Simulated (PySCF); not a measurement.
# Unknowns

- PBE0-D3(BJ)/def2-SVP geometry
- shieldings: GIAO PBE0/pcSseg-1
- spin–spin couplings from B3LYP/pcJ-1 (spin–dipole term left out of most H,H and C,H couplings)
- run in PySCF 2.14.0 with density-fitted response routines
- one averaged value for each set of equivalent atoms, one computed conformer, no relativistic terms, no solvent model

Referencing at the same level of theory: TMS for 1H (31.27 ppm), 13C (184.41 ppm). Multiplet labels drop J under 1 Hz and among equivalent protons, and merge close values. Unscaled 3J(H,H) run several per cent high. Splittings of carbon signals by F and P are missing where no couplings were computed. Where no couplings were computed, multiplicities follow the n + 1 count of equivalent neighbours, and m marks all less simple cases (inequivalent or close neighbours, rings, F or P nearby). Vicinal couplings that depend on rotamer populations or ring flexing (ring, CH–CH, X–H and H–F types) are those of the one conformer. One-bond C–F couplings are unscaled and too large by tens of Hz. Couplings to H on boron are left out. Carbons bonded to boron are broad in practice. Shifts are as computed. Against solution values, carbons near 30 ppm lie about +2 ppm off and those near 130 ppm about +5 ppm; carbons on S a further +3 ppm. Of 1313 compounds with measured shifts, 239 miss one by over three times the rms of a fit or turn the order of signals round; such compounds aren't used in these exercises.

(1) C₅H₁₃BO₂Si. 1H NMR (500 MHz, computed): δ 5.11 (m, 1H), 5.02 (m, 1H), 3.57 (s, 6H), 2.38 (m, 1H), 1.34 (m, 2H), 1.22 (m, 2H). 13C{1H} NMR (computed): δ 52.4, 19.5, 7.4. What is it?

(2) C₅H₈BFO₂. 1H NMR (400 MHz, computed): δ 6.00 (m, 1H), 5.60 (m, 1H), 5.59 (m, 1H), 5.40 (dt, J = 63.5, 1.6 Hz, 1H), 4.23 (br, 1H), 4.08 (td, J = 13.5, 2.2 Hz, 1H), 3.68 (m, 1H), 2.17 (m, 1H). 13C{1H} NMR (computed): δ 142.2 (CH, d, J = 2.1 Hz), 129.0 (CH2), 104.8 (CH, d, J = 275.8 Hz), 62.1 (CH2, d, J = 5.3 Hz), 50.1 (CH, d, J = 20.1 Hz). Identify the compound.

(3) C₆H₅P₃S. 1H NMR (400 MHz, computed): δ 10.40 (m, 1H), 5.05 (s, 1H), 2.68 (s, 3H). 13C{1H} NMR (computed): δ 221.2 (C), 184.9 (C), 184.2 (CH), 112.4 (CH), 89.1 (C), 21.5 (CH3). Identify the compound.

## Answers

(1) `COB(OC)C1C[SiH2]C1`. 3 carbon signals for 5 carbons: some carbons are equivalent by symmetry or fast rotation. Carbon types of the structure: 1 × CH, 2 × CH2, 2 × CH3, leaving 2 H on heteroatoms. δC 52.4: methyl carbon bonded to O; pulled downfield by the heteroatom. δC 19.5: sp3 CH bonded to B. δC 7.4: sp3 CH2 bonded to Si; an electropositive neighbour leaves it electron-rich and shielded. δH 3.57: hydrogen on a methyl carbon bonded to O; its carbon carries O, an electronegative neighbour.

The data come from this structure; uniqueness wasn't tested.

(2) SMILES C=C[C@@H]1COBO[C@@H]1F. 5 carbon signals for 5 carbons: no two carbons are equivalent. Carbon types of the structure: 3 × CH, 2 × CH2, leaving 1 H on heteroatoms. δC 142.2: alkene CH; an sp2 carbon of a C=C bond. δC 129.0: terminal =CH2 carbon; the olefinic region. δC 104.8: sp3 CH bonded to F and O; 2 electronegative neighbours deshield it. δC 62.1: sp3 CH2 bonded to O; deshielded by the electronegative neighbour.

This is the structure that produced the data.

(3) SMILES C#Cc1pcpc(SC)p1. 6 carbon signals for 6 carbons: no two carbons are equivalent. Carbon types of the structure: 3 × C, 2 × CH, 1 × CH3, which accounts for all hydrogens. δC 184.9: substituted aromatic carbon. δC 184.2: aromatic CH. δC 89.1: alkyne carbon; the triple bond shields along its axis, which puts it between sp3 and sp2 carbons. δH 10.40: hydrogen on an aromatic CH; aromatic region.

The data come from this structure; uniqueness wasn't tested.
